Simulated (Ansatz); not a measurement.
Series Al-XY, Y = chloro, computed as singlets and as triplets. Isolated molecules, 0 K electronic values unless said otherwise. One relaxed conformer stands for each flexible species; it need not be the lowest. Strings in code marks are SMILES.

Quantity: adiabatic spin-state energy, in kJ/mol. The DFT solution of `[BH2][Al-][Cl]` is unstable or spin-contaminated; the geometry comes from it.

A: `[Cl][Al-][Cl]`: multiplicity 3 minus multiplicity 1
B: `[BH2][Al-][Cl]`: multiplicity 3 minus multiplicity 1
C: `C=[CH][Al-][Cl]`: multiplicity 3 minus multiplicity 1

Q: Put the candidates in order of adiabatic spin-state energy, lowest first, for CAM-B3LYP/aug-cc-pVTZ // PBE0-D3(BJ)/def2-TZVPD (Ansatz, a quantum-chemistry and plane-wave program).

A: B (-6.44 kJ/mol), C (117.8 kJ/mol), A (186.2 kJ/mol)
